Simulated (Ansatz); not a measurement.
Reaction (formal exchange of groups at the Si–O bond): `CO[SiH](O)[GeH2][OH]` + `C=CC(C)S` → `C=C[SiH](O)[GeH2][OH]` + `COC(C)S`

Calculated with Ansatz (gas phase, PBE0-D4/def2-TZVP geometries, no zero-point term in ΔE). CCSD(T)/CBS is the MP2 limit (def2-TZVPP, def2-QZVPP) plus CCSD(T) − MP2 in def2-TZVPP, frozen cores. Functionals use def2-TZVPP. B3LYP here is the variant with VWN-RPA as its local correlation; programs differ in this. For Ge outer-core shells are correlated without core-valence functions, which leaves a few kJ/mol of doubt a bond. Scalar relativity is left out up to krypton. Each species was taken in one conformer, which may not be the lowest.

Is it downhill or uphill in electronic energy at CCSD(T)/CBS, and by how much? (Best estimate.)

The calculation gave: Uphill: ΔE = +133.0 kJ/mol.

What do these levels give: PBE0-D4, ωB97M-V, B2PLYP, B3LYP, MP2/def2-TZVPP, CCSD(T)/def2-TZVPP? (Best estimate.)

Computed: PBE0-D4 124.9, ωB97M-V 130.0, B2PLYP 133.0, B3LYP 129.4, MP2/def2-TZVPP 138.5, CCSD(T)/def2-TZVPP 131.5 kJ/mol.

Largest T1 diagnostic among the species: 0.012.

From PBE to PBE0 (25 % exact exchange), in def2-TZVPP and without D4, ΔE moves by +6.5 kJ/mol.
